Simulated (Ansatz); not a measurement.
cerium atom (Ce), triplet (core potentials on Ce). Base run: PBE0/def2-SVP (Ansatz, an electronic-structure program).

Geometry (Å):
```xyz
1

Ce     0.0000     0.0000     0.0000
```
Charge 0, spin multiplicity 3.
Orbitals are unrestricted.
All else is at Ansatz's defaults.
Base energy -474.89222 Eh.

Each row names what was changed in the base input (with any setting that the change needs).

```json
[
 {"change": "base", "ΔE vs base (kcal/mol)": "0.000", "outcome": "converged"},
 {"change": "charge = 0; multiplicity = 5; reference = restricted open-shell", "ΔE vs base (kcal/mol)": "-", "outcome": "cut at the time limit"},
 {"change": "reference = restricted open-shell", "ΔE vs base (kcal/mol)": "-", "outcome": "cut at the time limit"},
 {"change": "charge = 0; multiplicity = 5", "ΔE vs base (kcal/mol)": "-", "outcome": "cut at the time limit"}
]
```

All states are at the same geometry, so the differences are vertical. Another spin state of an ion may lie lower. Anions depend strongly on diffuse functions, and one that lies above the neutral species isn't bound at this level. A row whose <S^2> is well above S(S+1) is a mixture of spin states.
